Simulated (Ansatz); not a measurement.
Species: C$_{4}$H$_{9}$O$_{2}$ (charge 0, doublet). SMILES: [CH2]C(OC)OC
Structure (B3LYP-D3(BJ)/def2-TZVP (Ansatz, a quantum-chemistry and plane-wave program) minimum search):
```
C
O 1 1.3886
H 1 1.1049 2 110.53
C 2 1.4198 1 114.23 3 51.02
H 4 1.0880 2 106.62 1 -175.09
H 4 1.0913 5 109.71 2 120.71
H 4 1.0969 5 109.17 6 119.59
O 1 1.4376 3 107.04 2 117.25
C 8 1.4126 1 114.26 3 39.25
H 9 1.0887 8 106.95 1 -173.85
H 9 1.0956 10 108.67 8 121.27
H 9 1.0977 10 108.98 11 118.21
C 1 1.4810 3 111.42 8 122.07
H 13 1.0797 1 120.57 3 -36.52
H 13 1.0801 14 119.80 1 170.00
```
Charge 0, spin multiplicity 2.

Quantity: enthalpy of formation at 298 K, in kcal/mol. Set-up: non-relativistic; 6-311+G** with 5d; valence correlation only; LANL2DZ all-electron up to Ne; open shells spin-unrestricted; no spin-orbit coupling; 6-31G* and kin with 6d, 5d where marked. Basis-set limits of correlation are two-point, X^-3; Hartree-Fock from the larger set. The bracket is a focal-point correction in the basis named. First-principles rows: single points at B3LYP-D3(BJ) geometries (Ansatz), with unscaled harmonic terms from B3LYP/6-31G* (Ansatz) at its own minima, enthalpies of formation by atomisation with measured atoms.

Coupled cluster (Ansatz) is a level with limits of its own, used here on species with T1 under 0.025 (0.045 for open shells) and stable references: RI-MP2/CBS(cc-pVTZ,cc-pVQZ)+[CCSD(T)-MP2]/cc-pVTZ.

Value to compare with, RI-MP2/CBS(cc-pVTZ,cc-pVQZ)+[CCSD(T)-MP2]/cc-pVTZ (Ansatz): -39.3 kcal/mol.

```tsv
level	program	enthalpy of formation at 298 K (kcal/mol)	difference
MP2/STO-3G	Ansatz	16.0	55.3
MP2/3-21G	Ansatz	168.5	207.8
MP2/LANL2DZ	Ansatz	195.3	234.6
MP2/6-31G*	Ansatz	63.1	102.4
MP2/6-311+G**	Ansatz	23.2	62.5
```

Among the 5 habitual levels, MP2/LANL2DZ lies farthest from RI-MP2/CBS(cc-pVTZ,cc-pVQZ)+[CCSD(T)-MP2]/cc-pVTZ (Ansatz) (234.6 kcal/mol) and MP2/STO-3G nearest (55.3); 5 of 5 lie above it, and their mean absolute difference is 132.5 kcal/mol, the median 102.4. One case shows no general order.

The sets are all those run for this method; left out are runs that failed, that the program found above a lower state of the same kind, or whose <S^2> lies over 0.5 above the pure value.
